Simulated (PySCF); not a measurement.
O₃, singlet, at a GFN2-xTB geometry; PySCF with CASSCF(10,9)/cc-pVDZ.

Input for PySCF:
```python
from pyscf import gto, scf, mcscf
import numpy

mol = gto.M(
    atom='''
O    -0.069457    1.073263   -0.188815
O     0.003625   -0.005920    0.409754
O     0.065833   -1.067343   -0.220940
''',
    basis='cc-pvdz',
    charge=0,
    spin=0,
    verbose=4,
)

mf = scf.RHF(mol)
mf.kernel()
mc = mcscf.CASSCF(mf, 9, 10)
mc.fix_spin_(ss=0.0)
mc.kernel()
occ = numpy.linalg.eigvalsh(mc.fcisolver.make_rdm1(mc.ci, mc.ncas, mc.nelecas))[::-1]
ss = mc.fcisolver.spin_square(mc.ci, mc.ncas, mc.nelecas)[0]
print('natural occupations', occ.round(4), ' <S^2>', round(ss, 4))
```

What the program printed (banner, timings and long lists left out):

```
PySCF version 2.14.0

[INPUT] verbose = 4
[INPUT] num. atoms = 3
[INPUT] num. electrons = 24
[INPUT] charge = 0
[INPUT] spin (= nelec alpha-beta = 2S) = 0
[INPUT] symmetry False subgroup None
[INPUT] Mole.unit = angstrom
[INPUT] Symbol           X                Y                Z      unit          X                Y                Z       unit  Magmom
[INPUT]  1 O     -0.069457000000   1.073263000000  -0.188815000000 AA   -0.131254707434   2.028173129629  -0.356808638210 Bohr   0.0
[INPUT]  2 O      0.003625000000  -0.005920000000   0.409754000000 AA    0.006850257202  -0.011187178657   0.774322838445 Bohr   0.0
[INPUT]  3 O      0.065833000000  -1.067343000000  -0.220940000000 AA    0.124406339958  -2.016985950972  -0.417516089961 Bohr   0.0

nuclear repulsion = 70.579467640805
number of shells = 15
number of NR pGTOs = 78
number of NR cGTOs = 42
basis = cc-pvdz
ecp = {}

******** <class 'pyscf.scf.hf.RHF'> ********
method = RHF
initial guess = minao
damping factor = 0
level_shift factor = 0
DIIS = <class 'pyscf.scf.diis.CDIIS'>
diis_start_cycle = 1
diis_space = 8
diis_damp = 0
SCF conv_tol = 1e-09
SCF conv_tol_grad = None
SCF max_cycles = 50
direct_scf = True
direct_scf_tol = 1e-13
Set gradient conv threshold to 3.16228e-05
Initial guess from minao.
init E= -224.816297632444
  HOMO = -0.322572817660908  LUMO = -0.164570476999836  gap/eV = 4.29946
cycle= 1 E= -224.124139568538  delta_E= 0.692  |g|= 0.913  |ddm|= 2.29
  HOMO = -0.496089155416735  LUMO = -0.109866540231971  gap/eV = 10.50965
cycle= 2 E= -224.16964384519  delta_E= -0.0455  |g|= 0.805  |ddm|=  0.9
  HOMO = -0.500034659255214  LUMO = -0.0407600515226312  gap/eV = 12.49750
cycle= 3 E= -224.273975695652  delta_E= -0.104  |g|= 0.0621  |ddm|= 0.416
  HOMO = -0.481189267609644  LUMO = -0.0208094065686044  gap/eV = 12.52757
cycle= 4 E= -224.27537397825  delta_E= -0.0014  |g|= 0.0225  |ddm|= 0.0833
  HOMO = -0.485516623415145  LUMO = -0.0226194801992223  gap/eV = 12.59607
cycle= 5 E= -224.275673998671  delta_E= -0.0003  |g|= 0.00784  |ddm|= 0.0467
  HOMO = -0.484910633314632  LUMO = -0.0212801952369635  gap/eV = 12.61603
cycle= 6 E= -224.275721956543  delta_E= -4.8e-05  |g|= 0.00315  |ddm|= 0.0186
  HOMO = -0.485587609540374  LUMO = -0.0212764969172756  gap/eV = 12.63455
cycle= 7 E= -224.275731395613  delta_E= -9.44e-06  |g|= 0.00111  |ddm|= 0.00786
  HOMO = -0.485783022347226  LUMO = -0.0211455339848969  gap/eV = 12.64343
cycle= 8 E= -224.275732429516  delta_E= -1.03e-06  |g|= 0.000193  |ddm|= 0.00288
  HOMO = -0.485812473502929  LUMO = -0.0211694166454128  gap/eV = 12.64358
cycle= 9 E= -224.27573244307  delta_E= -1.36e-08  |g|= 2.74e-05  |ddm|= 0.00026
  HOMO = -0.485813278302755  LUMO = -0.0211668230790378  gap/eV = 12.64367
cycle= 10 E= -224.27573244332  delta_E= -2.5e-10  |g|= 1.64e-05  |ddm|= 3.88e-05
  HOMO = -0.48581325099611  LUMO = -0.0211668504452804  gap/eV = 12.64367
Extra cycle  E= -224.275732443333  delta_E= -1.29e-11  |g|= 1.75e-05  |ddm|= 2.33e-05
converged SCF energy = -224.275732443333

******** <class 'pyscf.mcscf.mc1step.CASSCF'> ********
CAS (5e+5e, 9o), ncore = 7, nvir = 26
max_cycle_macro = 50
max_cycle_micro = 4
conv_tol = 1e-07
conv_tol_grad = None
orbital rotation max_stepsize = 0.02
orbital rotation threshold for CI restart = 0.01
augmented hessian ah_max_cycle = 30
augmented hessian ah_conv_tol = 1e-12
augmented hessian ah_linear dependence = 1e-14
augmented hessian ah_level shift = 1e-08
augmented hessian ah_start_tol = 2.5
augmented hessian ah_start_cycle = 3
augmented hessian ah_grad_trust_region = 3
kf_trust_region = 3
kf_interval = 4
ci_response_space = 4
ci_grad_trust_region = 3
with_dep4 0
natorb = False
canonicalization = True
sorting_mo_energy = False
ao2mo_level = 2
internal_rotation = False
******** <class 'pyscf.fci.addons.SpinPenaltyFCISolver'> ********
max. cycles = 50
conv_tol = 1e-08
davidson only = True
linear dependence = 1e-12
level shift = 0.001
max iter space = 12
nroots = 1
pspace_size = 400
spin = None
CASCI E = -224.402294038224  S^2 = 0.0000000
Set conv_tol_grad to 0.000316228
macro iter   1 ( 21 JK    4 micro), CASSCF E = -224.457338919355  dE = -5.50448811e-02  S^2 = 0.0000000
               |grad[o]|=0.139  |grad[c]|=0.0972  |ddm|=0.166  |maxRot[o]|=0.292
macro iter   2 ( 21 JK    4 micro), CASSCF E = -224.482884149774  dE = -2.55452304e-02  S^2 = 0.0000000
               |grad[o]|=0.0788  |grad[c]|=0.0626  |ddm|=0.0489  |maxRot[o]|=0.269
macro iter   3 ( 21 JK    4 micro), CASSCF E = -224.492594469577  dE = -9.71031980e-03  S^2 = 0.0000000
               |grad[o]|=0.0449  |grad[c]|=0.0177  |ddm|=0.00701  |maxRot[o]|=0.312
macro iter   4 ( 21 JK    4 micro), CASSCF E = -224.499310523532  dE = -6.71605395e-03  S^2 = 0.0000000
               |grad[o]|=0.0301  |grad[c]|=0.0127  |ddm|=0.00616  |maxRot[o]|=0.313
macro iter   5 ( 21 JK    4 micro), CASSCF E = -224.502311185303  dE = -3.00066177e-03  S^2 = 0.0000000
               |grad[o]|=0.0184  |grad[c]|=0.0115  |ddm|=0.007  |maxRot[o]|=0.313
macro iter   6 ( 17 JK    4 micro), CASSCF E = -224.502683363634  dE = -3.72178331e-04  S^2 = 0.0000000
               |grad[o]|=0.00458  |grad[c]|=0.00378  |ddm|=0.0036  |maxRot[o]|=0.0921
macro iter   7 ( 21 JK    4 micro), CASSCF E = -224.504339505478  dE = -1.65614184e-03  S^2 = 0.0000000
               |grad[o]|=0.00379  |grad[c]|=0.0225  |ddm|=0.00513  |maxRot[o]|=0.159
macro iter   8 ( 21 JK    4 micro), CASSCF E = -224.504618865406  dE = -2.79359928e-04  S^2 = 0.0000000
               |grad[o]|=0.00941  |grad[c]|=0.0196  |ddm|=0.00515  |maxRot[o]|=0.0659
macro iter   9 ( 21 JK    4 micro), CASSCF E = -224.504863616649  dE = -2.44751242e-04  S^2 = 0.0000000
               |grad[o]|=0.00965  |grad[c]|=0.0178  |ddm|=0.0041  |maxRot[o]|=0.0339
macro iter  10 ( 12 JK    3 micro), CASSCF E = -224.505168977859  dE = -3.05361210e-04  S^2 = 0.0000000
               |grad[o]|=0.00952  |grad[c]|=0.0082  |ddm|=0.00393  |maxRot[o]|=0.0678
macro iter  11 ( 21 JK    4 micro), CASSCF E = -224.505852141954  dE = -6.83164096e-04  S^2 = 0.0000000
               |grad[o]|=0.00998  |grad[c]|=0.0173  |ddm|=0.00393  |maxRot[o]|=0.123
macro iter  12 ( 12 JK    3 micro), CASSCF E = -224.506848031317  dE = -9.95889363e-04  S^2 = 0.0000000
               |grad[o]|=0.00961  |grad[c]|=0.0159  |ddm|=0.00655  |maxRot[o]|=0.0925
macro iter  13 ( 21 JK    4 micro), CASSCF E = -224.506646441765  dE =  2.01589552e-04  S^2 = 0.0000000
               |grad[o]|=0.00822  |grad[c]|=0.0155  |ddm|=0.00272  |maxRot[o]|=0.0373
macro iter  14 ( 21 JK    4 micro), CASSCF E = -224.507450393562  dE = -8.03951797e-04  S^2 = 0.0000000
               |grad[o]|=0.00942  |grad[c]|=0.00464  |ddm|=0.00259  |maxRot[o]|=0.048
macro iter  15 ( 12 JK    3 micro), CASSCF E = -224.508306906363  dE = -8.56512801e-04  S^2 = 0.0000000
               |grad[o]|=0.00719  |grad[c]|=0.00375  |ddm|=0.00266  |maxRot[o]|=0.082
macro iter  16 ( 20 JK    4 micro), CASSCF E = -224.508416076248  dE = -1.09169885e-04  S^2 = 0.0000000
               |grad[o]|=0.00457  |grad[c]|=0.0093  |ddm|=0.00184  |maxRot[o]|=0.028
macro iter  17 ( 21 JK    4 micro), CASSCF E = -224.508480137919  dE = -6.40616707e-05  S^2 = 0.0000000
               |grad[o]|=0.00563  |grad[c]|=0.00968  |ddm|=0.00138  |maxRot[o]|=0.0302
macro iter  18 ( 18 JK    4 micro), CASSCF E = -224.508422665771  dE =  5.74721478e-05  S^2 = 0.0000000
               |grad[o]|=0.00485  |grad[c]|=0.00981  |ddm|=0.00147  |maxRot[o]|=0.00917
macro iter  19 ( 20 JK    4 micro), CASSCF E = -224.508761028218  dE = -3.38362447e-04  S^2 = 0.0000000
               |grad[o]|=0.00573  |grad[c]|=0.00275  |ddm|=0.000995  |maxRot[o]|=0.0593
macro iter  20 ( 14 JK    4 micro), CASSCF E = -224.508814754979  dE = -5.37267613e-05  S^2 = 0.0000000
               |grad[o]|=0.00251  |grad[c]|=0.00233  |ddm|=0.000795  |maxRot[o]|=0.0154
macro iter  21 ( 17 JK    4 micro), CASSCF E = -224.508845141362  dE = -3.03863822e-05  S^2 = 0.0000000
               |grad[o]|=0.00182  |grad[c]|=0.000663  |ddm|=0.000576  |maxRot[o]|=0.0201
macro iter  22 ( 11 JK    3 micro), CASSCF E = -224.508847956639  dE = -2.81527775e-06  S^2 = 0.0000000
               |grad[o]|=0.000555  |grad[c]|=8.53e-05  |ddm|=0.000213  |maxRot[o]|=0.00512
macro iter  23 (  3 JK    1 micro), CASSCF E = -224.508847981109  dE = -2.44696139e-08  S^2 = 0.0000000
               |grad[o]|=6.9e-05  |grad[c]|=6.03e-05  |ddm|=2.16e-05  |maxRot[o]|=0.000457
1-step CASSCF converged in  23 macro (408 JK  85 micro) steps
CASSCF canonicalization
Density matrix diagonal elements [1.9601682  1.9593226  1.97453789 1.95727028 1.81796766 0.22216902
 0.04955736 0.04100473 0.01800226]
CASSCF energy = -224.508847981109
CASCI E = -224.508847981109  E(CI) = -29.9204823572352  S^2 = 0.0000000
natural occupations [1.9838 1.9678 1.9617 1.9534 1.818  0.2137 0.0515 0.0392 0.011 ]  <S^2> 0.0
```
